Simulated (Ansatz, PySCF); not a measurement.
Species: SeI$_{2}$ (charge +1, doublet). 
Structure (B3LYP-D3(BJ)/def2-TZVP (Ansatz, a quantum-chemistry and plane-wave program) minimum search):
```
Se
I 1 2.4697
I 1 2.4697 2 108.03
```
Charge +1, spin multiplicity 2.

Total electronic energies in hartree. Cores are frozen in the correlated levels unless marked. Open shells are spin-unrestricted. No spin-orbit coupling. The frozen core is the preceding noble-gas configuration, with the filled d and f shells of earlier blocks. Past Kr the def2 sets carry scalar-relativistic core potentials. STO-3G rows are all-electron and non-relativistic. Basis-set limits of correlation are two-point, X^-3; Hartree-Fock from the larger set. The bracket is a focal-point correction in the basis named.

```tsv
level	program	energy (Eh)
HF/def2-TZVPD	PySCF	-2992.89740
HF-D4/def2-TZVPD	PySCF + dftd4	-2992.91151
PBE-D3(BJ)/def2-TZVPD	Ansatz + dftd3	-2996.33375
revPBE/def2-TZVPD	Ansatz	-2996.59572
PBE0/def2-SVP	Ansatz	-2996.11634
PBE0-D3(BJ)/def2-TZVPD	Ansatz + dftd3	-2996.44402
PBE0/def2-QZVPP	Ansatz	-2996.49294
BHLYP-D3(BJ)/def2-TZVPD	Ansatz + dftd3	-2996.58684
r2SCAN0-D4/def2-TZVPD	Ansatz + dftd4	-2996.85297
B2GP-PLYP/def2-TZVPD	Ansatz	-2995.42633
MP2/STO-3G	Ansatz	-16074.78533
MP2/def2-SVP	Ansatz	-2992.86527
CCSD/def2-SVP	Ansatz	-2992.89798
CCSD(T)/def2-TZVPP	Ansatz	-2993.36402
RI-MP2/CBS(def2-TZVPPD,def2-QZVPPD)+[CCSD(T)-MP2]/def2-TZVPPD	Ansatz	-2993.5025
```

Totals of different functionals don't rank their quality; only differences between species are comparable.
